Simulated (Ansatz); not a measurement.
Ideal-gas functions of C4H2N2S (`N#Cc1cscn1`) at 800 K and 1 bar, from an Ansatz frequency run at PBE0-D4/def2-TZVP.

Molar mass 110.14 g/mol, point group Cs (symmetry number 1), electronic degeneracy 1, moments of inertia 67.428, 327.709, 395.138 u Å². Harmonic wavenumbers (cm⁻¹, unscaled): 157, 172, 450, 505, 533, 568, 668, 705, 783, 852, 853, 916, 962, 1155, 1256, 1366, 1491, 1534, 2377, 3242, 3282.

Use S(trans) = R[1.5 ln M + 2.5 ln T − 1.1517]; rotational temperatures θ = 24.2544 K / I; S(rot) = R[ln(√π/σ · √(T³/θAθBθC)) + 1.5]; for each mode x = 1.438777 ν̃/T, S = R[x/(eˣ − 1) − ln(1 − e⁻ˣ)] and H = RT x/(eˣ − 1); 1 cm⁻¹ = 0.0119627 kJ/mol; R = 8.31446 J/(mol·K).

Problem. By hand: the entropy, in J/(mol·K).

Solution. Translation 188.0. Rotation: θ = 0.3597, 0.074, 0.0614 K, giving 127.3. Vibration, mode by mode: 18.86, 18.10, 10.30, 9.39, 8.98, 8.49, 7.27, 6.88, 6.12, 5.53, 5.53, 5.04, 4.72, 3.59, 3.11, 2.66, 2.23, 2.10, 0.62, 0.17, 0.16, in all 129.8. Electronic 0.0. Sum 445.1 J/(mol·K).

Problem. By hand: H − E and G − E in kJ/mol, counted from the electronic energy.

Solution. Zero-point energy ½ × 23827 × 0.0119627 = 142.5; thermal vibration 56.5; translation, rotation and pV give 4 RT = 26.6. H − E = 225.6 kJ/mol, and G − E = 225.6 − 800 × 445.1/1000 = -130.5 kJ/mol.

Vibration gives 29 % of the entropy.
